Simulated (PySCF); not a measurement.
## Dipole response of Br²⁺ (bromine, charge +2)

[Ar] 3d10 4s2 4p3, high-spin 4S determinant. Computed with PySCF 2.14 in aug-cc-pV5Z-PP with ECP10MDF (8s7p6d4f3g2h, 136 functions), with a scalar-relativistic core potential. Coupled (time-dependent) response in atomic units; α is the mean over directions.

| method | mean α (bohr³) | C₆ (like pair) | S(−4) |
| --- | --- | --- | --- |
| PBE0 | 8.306 | 39.88 | 15.53 |
| BHandHLYP | 8.247 | 39.43 | 15.37 |

S(−4) is the Cauchy moment in α(ω) = α(0) + S(−4) ω² + …

α(iu) at PBE0:

```tsv
u (hartree)	α(iu) (bohr³)
0	8.306
0.0500	8.268
0.100	8.154
0.200	7.733
0.300	7.127
0.500	5.728
0.750	4.189
1.00	3.084
1.50	1.818
2.00	1.196
3.00	0.6490
5.00	0.2988
```

A single London oscillator, α(iu) = α/(1 + u²/ω²), gives C₆ = (3/4) ω α². Matching the computed C₆ needs ω = 4 × 39.88 / (3 × 8.306²) = 0.771 hartree.

For an ion, C₆ is the dispersion term alone; charge-induced terms of lower order in 1/R come first.

Energies and moments cover only the electrons outside the core potential.
